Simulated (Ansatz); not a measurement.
Mulliken charges of `[CH3][AlH][O][GaH2]` from ωB97M-V/def2-TZVPP in Ansatz (PBE0-D4/def2-TZVP geometry).

```
atom   x (Å)   y (Å)   z (Å)  charge (e)
  C1  -1.664   0.029  -1.249      -0.526
 Al2  -0.378  -0.952  -0.163       0.503
  O3   0.833  -0.114   0.645      -0.375
 Ga4   2.124   0.728   1.505       0.244
  H5  -2.445  -0.618  -1.655       0.112
  H6  -2.148   0.821  -0.670       0.109
  H7  -1.167   0.519  -2.093       0.107
  H8  -0.407  -2.531   0.001      -0.122
  H9   1.791   1.197   2.958      -0.026
 H10   3.461   0.922   0.721      -0.026
```

Problem. By hand: the dipole of these point charges (1 e Å = 4.8032 D).

Solution. Σ q r = (0.171, 0.056, 0.122) e Å, of length 0.217 e Å = 1.04 D.

Problem. How does the dipole of the full density compare? (Best estimate.)

Solution. Ansatz gave: (0.043, 0.158, 0.013) e Å, 0.79 D; the point charges give 1.32 times that, at 60° from its direction.

Point charges leave out the atoms' own dipoles, such as those of lone pairs, and Mulliken's split depends on the basis, so the two needn't agree.
